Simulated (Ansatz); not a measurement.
Basis-set extrapolation for CH₈AlB₂N (PBE0-D4/def2-TZVP geometry, frozen core, Ansatz 0.2.0). Multiplicity 1, RHF reference.

```csv
,def2-TZVPP,def2-QZVPP
HF,-388.312497,-388.326969
MP2 correlation,-0.683961,-0.728197
CCSD(T) correlation,-0.767464,not run
```

Energies in hartree. Use E(X) = E(∞) + A·exp(−7.88·√X) for Hartree–Fock and E(X) = E(∞) + B·X^(−2.97) for correlation, with X = 3 and 4, and add CCSD(T) minus MP2 of the smaller set to the MP2 limit.

What is the CCSD(T) energy at the basis-set limit?

HF limit: -388.326969 + (-0.014472) × 0.13774 = -388.32896. MP2 limit: -0.728197 + (-0.044236) × 0.74074 = -0.76096. Higher-order term: -0.767464 − (-0.683961) = -0.08350. Total: -389.17342 hartree, 2.54 eV below CCSD(T)/def2-TZVPP.
